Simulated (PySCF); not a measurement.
SMILES C1C[SiH]C1, doublet, PBE0/def2-SVP optimised geometry.

```
11

C      0.59     0.53     0.49
C     -0.83     0.94     0.00
Si    -1.20    -0.93     0.00
C      0.71    -0.93     0.00
H      0.62     0.56     1.59
H      1.40     1.20     0.12
H     -0.80     1.35    -1.02
H     -1.40     1.63     0.64
H     -1.76    -1.39     1.32
H      1.27    -1.63     0.64
H      1.12    -0.99    -1.02
```

Density from unrestricted PBE0/def2-TZVP in PySCF at that geometry.

Minimum of the electron density along straight lines between bonded atoms, close to the bond critical point (lines longer than 1.1 times the sum of covalent radii, or with two minima, are not listed):

| bond | length / Å | ρ at the minimum / e bohr⁻³ | ∇²ρ there / e bohr⁻⁵ | position (fraction from the first atom) |
|---|---|---|---|---|
| C1–C2 | 1.552 | 0.232 | -0.52 | 0.50 |
| C2–Si3 | 1.908 | 0.111 | 0.17 | 0.61 |
| C1–C4 | 1.552 | 0.232 | -0.52 | 0.50 |
| Si3–C4 | 1.909 | 0.111 | 0.17 | 0.39 |
| C1–H5 | 1.102 | 0.274 | -0.93 | 0.64 |
| C1–H6 | 1.105 | 0.271 | -0.91 | 0.64 |
| C2–H7 | 1.102 | 0.269 | -0.89 | 0.64 |
| C2–H8 | 1.099 | 0.271 | -0.91 | 0.64 |
| Si3–H9 | 1.508 | 0.116 | … | 0.49 |
| C4–H10 | 1.099 | 0.271 | -0.91 | 0.64 |
| C4–H11 | 1.102 | 0.269 | -0.89 | 0.64 |

Q: Some entries are withheld; supply them.

A: 
- Si3–H9, ∇²ρ there / e bohr⁻⁵: 0.14
